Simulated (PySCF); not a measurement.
C2H8B3N3O.
Numbering: `[CH3:1][C:2](=[O:3])[B:4]1[NH:5][BH:6][NH:7][BH:8][NH:9]1` (hydrogens: H10, H11, H12 on C1; H13 on N5; H14 on B6; H15 on N7; H16 on B8; H17 on N9)

A GFN2-xTB structure was refined with PySCF, PBE0-D3(BJ)/def2-SVP geometry optimisation, gas phase. Its GFN2-xTB values:

```csv
coordinate,GFN2-xTB
C1–C2,1.518 Å
C1–H10,1.088 Å
C2=O3,1.218 Å
C2–B4,1.608 Å
B4–N5,1.415 Å
N5–B6,1.420 Å
N5–H13,1.008 Å
B6–N7,1.415 Å
B6–H14,1.174 Å
N7–H15,1.008 Å
B8–H16,1.173 Å
C1–C2–O3,120.2°
C1–C2–B4,118.2°
C2–B4–N5,124.0°
C2–B4–N9,118.1°
O3–C2–B4,121.6°
B4–N5–B6,122.2°
B4–N9–B8,123.1°
N5–B4–N9,117.9°
C1–C2–B4–N5,6°
```

How do these coordinates change at the PBE0-D3(BJ)/def2-SVP level?

```
 coordinate  PBE0-D3(BJ)/def2-SVP (Å or °)  change
     B8–H16                          1.209  +0.036
     B6–H14                          1.210  +0.036
      N5–B6                          1.431  +0.011
     C1–H10                          1.098  +0.010
      B4–N5                          1.425  +0.010
      B6–N7                          1.425  +0.010
      C1–C2                          1.508  -0.010
      C2–B4                          1.613  +0.005
     N5–H13                          1.012  +0.004
     N7–H15                          1.011  +0.003
      C2=O3                          1.217  -0.001
   O3–C2–B4                          118.1    -3.5
   C1–C2–B4                          120.9    +2.7
   C2–B4–N9                          116.9    -1.2
   C1–C2–O3                          121.0    +0.8
   N5–B4–N9                          118.6    +0.7
   B4–N5–B6                          121.6    -0.6
   C2–B4–N5                          124.6    +0.6
   B4–N9–B8                          122.6    -0.5
C1–C2–B4–N5                             -1      -7
```

The energy falls by 7.0 kJ/mol over 6 energy and gradient evaluations, the largest force component goes from 0.0152 to 3.9e-04 Eh/bohr, and the atoms move by 0.096 Å rms after alignment. Among the bonds, B6–H14 and B8–H16 change most and about equally (+0.036 Å). Bonds longer at the end by more than 0.005 Å: 12 of 17; shorter: 1. Rotational constants go from 3547, 1120, 856.7 to 3520, 1114, 850.8 MHz.

The run used 166 basis functions and 47 SCF cycles in all.

No frequency check. One conformer, not necessarily the lowest.
